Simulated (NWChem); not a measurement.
**Basis-set convergence for F$_{2}$Ge**

```xyz
3

Ge     0.0000     0.0000    -0.4166
F      1.3203     0.0000     0.7406
F     -1.3203     0.0000     0.7406
```
Charge 0, spin multiplicity 1.

Everything below was run with NWChem. All single points use one geometry, from B3LYP/def2-SVP, a minimum by its harmonic frequencies.

Quantity: LUMO energy at the level PBE.

The Hamiltonian is non-relativistic. The structure started from a generated list of species.

```csv
basis,functions,LUMO energy (eV)
STO-3G,28,___
3-21G,40,-2.71
cc-pVDZ,55,-3.15
pcseg-1,55,-3.43
def2-SVP,60,-3.20
pcseg-2,103,-3.45
cc-pVTZ,103,___
def2-TZVPP,110,___
aug-cc-pVTZ,151,-3.50
cc-pVQZ,178,-3.42
```

What belongs in the gaps?


- STO-3G, LUMO energy (eV): 0.85
- cc-pVTZ, LUMO energy (eV): -3.34
- def2-TZVPP, LUMO energy (eV): -3.39
